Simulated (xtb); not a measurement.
xtb input (GFN1-xTB):

```bash
xtb mol.xyz --gfn 1 --opt tight --chrg 0 --uhf 0
```
mol.xyz:
```
4

Ti     0.01147195    -0.04122247    -0.01974891
O      1.49035328    -0.56621746    -0.35595347
F     -0.58342771    -0.37305303     1.64547716
F     -0.76937331     0.97712347    -1.28079896
```

Output:

```
           -------------------------------------------------
          |                Calculation Setup                |
           -------------------------------------------------

           -------------------------------------------------
          |                 G F N 1 - x T B                 |
           -------------------------------------------------

        Reference                      10.1021/acs.jctc.7b00118
      * Hamiltonian:
        H0-scaling (s, p, d)           1.850000    2.250000    2.000000
        zeta-weighting                 0.000000
      * Dispersion:
        s8                             2.400000
        a1                             0.630000
        a2                             5.000000
        s9                             0.000000
      * Repulsion:
        kExp                           1.500000
        rExp                           1.000000
      * Coulomb:
        alpha                          2.000000
        third order                    atomic
        anisotropic                    false
      * Halogen bond correction:
        rad-scale                      1.300000
        damping                        0.440000

          ...................................................
          :                      SETUP                      :
          :.................................................:
          :  # basis functions                  22          :
          :  # atomic orbitals                  21          :
          :  # shells                            9          :
          :  # electrons                        24          :
          :  # halogen bonds                     0          :
          :  max. iterations                   250          :
          :  Hamiltonian                  GFN1-xTB          :
          :  restarted?                      false          :
          :  GBSA solvation                  false          :
          :  PC potential                    false          :
          :  electronic temp.          300.0000000     K    :
          :  accuracy                    1.0000000          :
          :  -> integral cutoff          0.2500000E+02      :
          :  -> integral neglect         0.1000000E-07      :
          :  -> SCF convergence          0.1000000E-05 Eh   :
          :  -> wf. convergence          0.2000000E-04 e    :
          :  Broyden damping             0.4000000          :
          :  net charge                          0          :
          :  unpaired electrons                  0          :
          ...................................................

 iter      E             dE          RMSdq      gap      omega  full diag
   1    -16.2480948 -0.162481E+02  0.437E+01    0.20       0.0  T
   2    -13.0760518  0.317204E+01  0.258E+01    4.44       1.0  T
   3    -13.1622709 -0.862190E-01  0.211E+01    9.59       1.0  T
   4    -14.5767704 -0.141450E+01  0.157E+01    7.05       1.0  T
   5    -15.5296768 -0.952906E+00  0.110E+01    5.46       1.0  T
   6    -15.9786073 -0.448930E+00  0.436E+00    3.41       1.0  T
   7    -17.9037733 -0.192517E+01  0.476E+01    0.11       1.0  T
[...]
 printout                       ...        0 min,  0.000 sec (  2.578%)

         :::::::::::::::::::::::::::::::::::::::::::::::::::::
         ::                     SUMMARY                     ::
         :::::::::::::::::::::::::::::::::::::::::::::::::::::
         :: total energy             -16.316221424642 Eh    ::
         :: gradient norm              0.000184939867 Eh/a0 ::
         :: HOMO-LUMO gap              2.881234153665 eV    ::
         ::.................................................::
         :: SCC energy               -16.371508734646 Eh    ::
         :: -> electrostatic           0.131193837316 Eh    ::
         :: repulsion energy           0.055973270135 Eh    ::
         :: dispersion energy         -0.000685960130 Eh    ::
         :: halogen bond corr.         0.000000000000 Eh    ::
         :: add. restraining           0.000000000000 Eh    ::
         :: total charge              -0.000000000000 e     ::
         :::::::::::::::::::::::::::::::::::::::::::::::::::::

           -------------------------------------------------
          |                Property Printout                |
           -------------------------------------------------

    * Orbital Energies and Occupations

         #    Occupation            Energy/Eh            Energy/eV
      -------------------------------------------------------------
         1        2.0000           -0.9487142             -25.8158
         2        2.0000           -0.8797119             -23.9382
         3        2.0000           -0.8066706             -21.9506
         4        2.0000           -0.6050683             -16.4647
         5        2.0000           -0.5935153             -16.1504
         6        2.0000           -0.5853321             -15.9277
         7        2.0000           -0.5811053             -15.8127
         8        2.0000           -0.5777596             -15.7216
         9        2.0000           -0.5765665             -15.6892
        10        2.0000           -0.5518668             -15.0171
        11        2.0000           -0.5465176             -14.8715
        12        2.0000           -0.5453540             -14.8398 (HOMO)
        13                         -0.4394706             -11.9586 (LUMO)
        14                         -0.4038123             -10.9883
        15                         -0.3839571             -10.4480
        16                         -0.3415094              -9.2929
        17                         -0.3200075              -8.7078
        18                         -0.2593712              -7.0579
        19                         -0.0521935              -1.4203
        20                         -0.0400854              -1.0908
        21                          0.2014897               5.4828
      -------------------------------------------------------------
                  HL-Gap            0.1058834 Eh            2.8812 eV
             Fermi-level           -0.4924123 Eh          -13.3992 eV

  Mulliken/CM5 charges         n(s)   n(p)   n(d)
     1Ti    1.07048  1.70250   0.883  1.053  0.993
     2O    -0.48305 -0.77786   1.531  4.952  0.000
     3F    -0.29371 -0.46232   1.708  5.586  0.000
     4F    -0.29371 -0.46232   1.708  5.586  0.000

Wiberg/Mayer (AO) data.
largest (>0.10) Wiberg bond orders for each atom

 ---------------------------------------------------------------------------
     #   Z sym  total        # sym  WBO       # sym  WBO       # sym  WBO
 ---------------------------------------------------------------------------
     1  22 Ti   4.388 --     2 O    2.214     4 F    1.087     3 F    1.087
     2   8 O    2.380 --     1 Ti   2.214
     3   9 F    1.222 --     1 Ti   1.087
     4   9 F    1.222 --     1 Ti   1.087
 ---------------------------------------------------------------------------
Note: The following floating-point exceptions are signalling: IEEE_UNDERFLOW_FLAG IEEE_DENORMAL
normal termination of xtb

Topologies differ in total number of bonds
Writing topology from bond orders to xtbtopo.mol

 dipole moment from electron density (au)
     X       Y       Z
  -1.1524   0.4655   0.2880  total (Debye):    3.243

           -------------------------------------------------
          |                Geometry Summary                 |
           -------------------------------------------------

      molecular mass/u    :      101.8629562
   center of mass at/Å    :        0.0020880       0.0134592       0.0060774
  moments of inertia/u·Å² :        0.6829316E+02   0.7921741E+02   0.1475105E+03
rotational constants/cm⁻¹ :        0.2468422E+00   0.2128021E+00   0.1142809E+00

 * 3 selected distances

     #   Z          #   Z                                           value/Å
     1  22 Ti       2   8 O                                       1.5946897 (min)
     1  22 Ti       3   9 F                                       1.6806713 (max)
     1  22 Ti       4   9 F                                       1.6806713

 * 2 distinct bonds (by element types)

   Z      Z             #   av. dist./Å        max./Å        min./Å
   8 O   22 Ti          1     1.5946897     1.5946897     1.5946897
   9 F   22 Ti          2     1.6806713     1.6806713     1.6806713

optimized geometry written to: xtbopt.xyz

           -------------------------------------------------
          | TOTAL ENERGY              -16.316221424642 Eh   |
          | GRADIENT NORM               0.000184939867 Eh/α |
          | HOMO-LUMO GAP               2.881234153665 eV   |
           -------------------------------------------------

------------------------------------------------------------------------
------------------------------------------------------------------------
 total:
 SCF:
 ANC optimizer:
```
